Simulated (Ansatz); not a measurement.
```xyz
4

Cl   -1.541   -1.290   -0.754
Ga   -0.020   -0.017   -0.010
Br    1.981   -0.888    0.565
Br   -0.420    2.195    0.198
```

Charge 0, multiplicity 1.

**Question.** List the PBE/def2-TZVPP orbital energies in eV (the Gaussian-basis code of Ansatz). (Estimate.)

**Answer.** The calculation gave: Occupied: -13089.47, -13089.47, -10095.64, -2739.40, -1682.60, -1682.60, -1516.97, -1516.97, -1516.91, -1516.91, -1516.89, -1516.89, -1235.47, -1095.18, -1095.09, -1095.08, -249.95, -229.38, -229.38, -190.65, -190.50, -190.46, -171.55, -171.55, -171.35, -171.35, -171.32, -171.32, -145.33, -99.90, -99.70, -99.68, -68.21, -68.21, -68.17, -68.17, -68.14, -68.14, -67.99, -67.99, -67.99, -67.99, -22.19, -22.01, -21.94, -21.82, -21.81, -20.34, -19.59, -19.36, -11.99, -9.67, -9.51, -8.68, -8.12, -8.01, -7.83, -7.78, -7.53. Lowest empty: -3.03, -2.42, 0.58, 0.62, 1.75, 2.77, 3.02, 3.51.
